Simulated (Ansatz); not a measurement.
`[O]=[W]([F])([F])=[S]` and `[O]=[W]([F])(=[S])[Cl]` differ in one atom or group.

Ansatz, PBE0-D4/def2-TZVP geometries, multiplicity 1. 

Elements past krypton have def2 core potentials.

```
                                      property  `[O]=[W]([F])([F])=[S]`
       HOMO–LUMO gap (ωB97M-V/def2-TZVPP) / eV                     9.58
             LUMO energy (PBE/def2-TZVPP) / eV                    -3.69
zero-point energy (PBE0-D4/def2-TZVP) / kJ/mol                     25.1
         HOMO–LUMO gap (B3LYP/def2-TZVPP) / eV                     4.89
             HOMO energy (PBE/def2-TZVPP) / eV                    -7.06
            LUMO energy (PBE0/def2-TZVPP) / eV                    -2.98
```

(1) What does the change do to each property? (Best estimate.)

## Answers

(1) Ansatz gave: 
```json
{"property": "HOMO–LUMO gap (ωB97M-V/def2-TZVPP) / eV", "`[O]=[W]([F])(=[S])[Cl]`": "9.19", "shift": "-0.39"}
{"property": "LUMO energy (PBE/def2-TZVPP) / eV", "`[O]=[W]([F])(=[S])[Cl]`": "-3.93", "shift": "-0.24"}
{"property": "zero-point energy (PBE0-D4/def2-TZVP) / kJ/mol", "`[O]=[W]([F])(=[S])[Cl]`": "22.6", "shift": "-2.5"}
{"property": "HOMO–LUMO gap (B3LYP/def2-TZVPP) / eV", "`[O]=[W]([F])(=[S])[Cl]`": "4.59", "shift": "-0.30"}
{"property": "HOMO energy (PBE/def2-TZVPP) / eV", "`[O]=[W]([F])(=[S])[Cl]`": "-7.02", "shift": "0.04"}
{"property": "LUMO energy (PBE0/def2-TZVPP) / eV", "`[O]=[W]([F])(=[S])[Cl]`": "-3.25", "shift": "-0.27"}
```

With PBE0 the HOMO rises by 0.05 eV and the LUMO falls by 0.27 eV, so the gap narrows by about 0.32 eV. PBE moves the HOMO by 0.04 eV and ωB97M-V by 0.04 eV.

B3LYP here is the variant with VWN-RPA as its local correlation; programs differ in this.
